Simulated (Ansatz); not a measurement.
`CB(O)[SeH]` + HBr → `CB(O)Br` + H₂Se  (ligand exchange at a B–Se bond)

Computed with Ansatz on PBE0-D4/def2-TZVP structures; ΔE is electronic, products minus reactants. CBS: MP2 limit from def2 TZ/QZ plus the TZ coupled-cluster correction, frozen cores. Functionals use def2-TZVPP. For Br, Se outer-core shells are correlated without core-valence functions, which leaves a few kJ/mol of doubt a bond. Scalar relativity is left out up to krypton. One conformer a species, not always the lowest.

`CB(O)[SeH]`:

Z-matrix (Å, degrees):
```
C
B 1 1.569
H 1 1.096 2 110.3
H 1 1.090 2 113.9 3 -121.1
H 1 1.096 2 110.3 3 117.7
O 2 1.358 1 123.0 3 -59.3
Se 2 1.954 1 119.3 3 120.7
H 6 0.961 2 113.0 1 -0.0
H 7 1.468 2 95.4 1 -179.9
```

HBr:

```xyz
2

Br   -0.465    0.154   -0.514
H     0.465   -0.154    0.514
```

`CB(O)Br`:

Z-matrix (Å, degrees):
```
C
B 1 1.554
H 1 1.091 2 111.8
H 1 1.094 2 110.5 3 121.4
H 1 1.094 2 110.5 3 -121.5
O 2 1.344 1 122.1 3 -0.2
Br 2 1.955 1 119.9 3 179.8
H 6 0.962 2 113.9 1 -180.0
```

H₂Se:

```xyz
3

Se    0.440   -0.306    0.426
H    -0.261   -0.718   -0.795
H    -0.179    1.024    0.368
```

| level | ΔE (kcal/mol) |
| --- | --- |
| BLYP-D4 | -6.4 |
| PBE | -6.5 |
| PBE0 | -6.7 |
| MP2/def2-QZVPP | -6.5 |

Question: What does CCSD(T)/CBS give? (Best estimate.)

Answer: Computed: -6.5 kcal/mol. The listed levels differ from it by 0.1, 0.0, -0.2, 0.0 kcal/mol.

Largest T1 diagnostic among the species: 0.011.

In def2-TZVPP, CCSD(T) changes the Hartree–Fock value by +2.2 kcal/mol (the triples alone add +0.2 kcal/mol) and MP2 by +2.1 kcal/mol. Leaving LDA and LC-ωPBE aside and taking each functional with its dispersion term where it has one, the values, not all of them listed here, spread over 1.3 kcal/mol, from ωB97M-V to revPBE-D4.
